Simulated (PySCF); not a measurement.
C2H6B, SMILES C[B]C (connectivity only; charge and spin as stated), charge +1, multiplicity 1. Atoms are numbered in the order given.

```xyz
9

C      0.0000     0.0000     1.4795
B      0.0000     0.0000     0.0000
C      0.0000     0.0000    -1.4795
H     -0.8929    -0.5155     1.8583
H      0.8929    -0.5155     1.8583
H      0.0000     1.0311     1.8583
H     -0.8929     0.5155    -1.8583
H      0.0000    -1.0311    -1.8583
H      0.8929     0.5155    -1.8583
```
Charge +1, spin multiplicity 1.

The structure is a stationary point at ωB97X-D3(BJ)/def2-TZVP. The multiplicity is an assumed one; other spin states were not compared. The isomer is the one that the SMILES or the coordinates give; other isomers of the formula were not compared.

The numbers are results of PBE/def2-TZVPD run with PySCF, not measurements.

Isolated molecule, no solvent.

The total energy comes out as -104.25354 hartree. The point group comes out as D3d and the highest occupied level is -15.62 eV. The lowest empty level comes out as -8.51 eV. The orbital gap is 7.11 eV and the dipole moment about the centre of nuclear charge is 0.00 D. The mean static polarisability is 35.2 bohr³ (5.22 Å³). The polarisability, principal values comes out as 29.1, 29.1, 47.4 bohr³.
